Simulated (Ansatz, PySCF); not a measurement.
Gas-phase reaction (SMILES): CNB(O)O [methylaminoboronic acid] + 4 [H][H] (H2) → B (BH3) + C (CH4) + N (NH3) + 2 O (H2O); energy of full hydrogenation.

Each molecule is optimised on its own at B3LYP-D3(BJ)/def2-TZVP (Ansatz, a program for electronic structure), one conformer each, not searched for the lowest. Cores are frozen in the correlated levels unless marked. Spin-orbit coupling is left out. Non-relativistic. Basis-set limits of correlation are two-point, X^-3; Hartree-Fock from the larger set. Thermal terms are rigid-rotor harmonic-oscillator values from B3LYP-D3(BJ) frequencies (Ansatz or PySCF) at 298.15 K and 1 atm. 1 Eh = 627.5095 kcal/mol.

```json
[
 {"species": "CNB(O)O", "E, CCSD(T)/CBS(cc-pVTZ,cc-pVQZ) (Ansatz) (Eh)": "-271.63710", "E, B3LYP-D3(BJ)/def2-TZVPD (Ansatz + dftd3) (Eh)": "-272.04522", "H - E (Eh)": "0.09587"},
 {"species": "[H][H] (H2)", "E, CCSD(T)/CBS(cc-pVTZ,cc-pVQZ) (Ansatz) (Eh)": "-1.17450", "E, B3LYP-D3(BJ)/def2-TZVPD (Ansatz + dftd3) (Eh)": "-1.17983", "H - E (Eh)": "0.01336"},
 {"species": "B (BH3)", "E, CCSD(T)/CBS(cc-pVTZ,cc-pVQZ) (Ansatz) (Eh)": "-26.54901", "E, B3LYP-D3(BJ)/def2-TZVPD (Ansatz + dftd3) (Eh)": "-26.62529", "H - E (Eh)": "0.03008"},
 {"species": "C (CH4)", "E, CCSD(T)/CBS(cc-pVTZ,cc-pVQZ) (Ansatz) (Eh)": "-40.45816", "E, B3LYP-D3(BJ)/def2-TZVPD (Ansatz + dftd3) (Eh)": "-40.53958", "H - E (Eh)": "0.04840"},
 {"species": "N (NH3)", "E, CCSD(T)/CBS(cc-pVTZ,cc-pVQZ) (Ansatz) (Eh)": "-56.50369", "E, B3LYP-D3(BJ)/def2-TZVPD (Ansatz + dftd3) (Eh)": "-56.58902", "H - E (Eh)": "0.03799"},
 {"species": "O (H2O)", "E, CCSD(T)/CBS(cc-pVTZ,cc-pVQZ) (Ansatz) (Eh)": "-76.37426", "E, B3LYP-D3(BJ)/def2-TZVPD (Ansatz + dftd3) (Eh)": "-76.46738", "H - E (Eh)": "0.02495"}
]
```

Problem. Work out ΔE and ΔH at 298.15 K at the first level, then ΔH at the second.

Solution. 
1. ΔE = [(-26.54901) + (-40.45816) + (-56.50369) + 2×(-76.37426)] - [(-271.63710) + 4×(-1.17450)] = 0.07572 Eh = 47.5 kcal/mol at CCSD(T)/CBS(cc-pVTZ,cc-pVQZ).
2. The terms H - E add up to 0.01706 Eh, so ΔH = (0.07572 + (0.01706))×627.5095 = 58.2 kcal/mol.
3. At B3LYP-D3(BJ)/def2-TZVPD the same steps give ΔE = 47.6 and ΔH = 58.3 kcal/mol, a shift of +0.1 from the first level.
4. These values are not checked against measurement here, since the tables used lack a sound gas-phase enthalpy of formation for at least one species.
